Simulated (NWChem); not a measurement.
# disilazane (Si$_{2}$NH$_{7}$); SMILES N([SiH3])[SiH3]

Computed with NWChem. All runs use the structure optimised with PBE0/def2-SVP. Level PBE0/def2-SVPD: energy and gradient; each run changes one setting, and changes count from the defaults (medium grid, exact Coulomb integrals, symmetry on).

```csv
setting,size of the energy change (μHa),largest change of a gradient component (μHa/bohr)
defaults,< 10,< 30
symmetry off,< 10,other frame
Becke weights,< 10,70
extra-fine grid,< 10,80
```
